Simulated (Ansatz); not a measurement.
Al5Ga. Charge 0, multiplicity 1. Geometry relaxed at PBE-D4/def2-SVP.

Cartesian coordinates in Å:
```
Al 0.690 -1.699 -1.065
Al 0.277 0.776 -1.851
Al -1.555 -0.278 -0.478
Al 1.301 1.808 0.324
Al 0.056 -1.528 1.501
Ga -0.769 0.921 1.570
```

The restricted singlet is unstable towards broken spin symmetry in Hartree–Fock (as tested in another run); at PBE-D4/def2-SVP this wasn't settled. The structure comes from a short search, and lower isomers may exist.

(1) Estimate the harmonic wavenumbers at RKS PBE-D4/def2-SVP (Ansatz, unscaled). Is this a minimum?

## Answers

(1) 54, 67, 83, 139, 180, 206, 232, 265, 273, 283, 285, 344 cm⁻¹. Yes, no mode is imaginary beyond noise. Zero-point energy 14.4 kJ/mol. It took 40 s on 4 threads of Arm Neoverse V2 on a shared host.
